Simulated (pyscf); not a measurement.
H₃Ge–SnH₃ -> SnH₂ [singlet] + germane (GeH₄), gas phase, singlet surface. PySCF, gas phase, ωB97X-D3(BJ)/def2-SVP geometries. Correlated levels are frozen-core, on RHF or UHF. ΔMP2 is the change of the MP2 total energy from the triple- to the quadruple-zeta basis. ΔG in kcal/mol from CCSD(T)/def2-TZVPP + ΔMP2(QZVPP) energies (ideal gas, 1 atm, RRHO with modes under 100 cm⁻¹ raised to 100, one conformer, R ln 2 for chiral ones without a mode under 150 cm⁻¹).

```csv
T (K),ΔG
298,+19.3
600,?
900,+1.7
1200,-6.4
```

**Question.** Fit a line to the three values, predict ΔG at 600 K, and estimate where the reaction turns favourable at 1 atm of each gas.

**Answer.** Least squares gives ΔG = +27.7 − 28.6 × T/1000 K, so ΔS is about +120 J/(mol K) and ΔH about +27.7 kcal/mol over this range (ΔH at 298 K: +28.5). At 600 K the line gives +10.5; the computed value is +10.2. ΔG = 0 falls near 970 K; 1 kcal/mol in the energy moves that by 35 K. This is thermodynamics alone and says nothing of the barrier. The CCSD(T) − MP2 part came from Ansatz, without density fitting, on the same reference. The frozen core leaves the outer d or s,p core shells of the metals and heavy elements correlated in the MP2 and CC values, and def2-TZVPP describes them poorly, which can shift differences by a few kcal/mol. Elements up to Kr have no core potential and no relativistic terms here. Elements past Kr carry the def2 core potentials, without spin-orbit coupling.
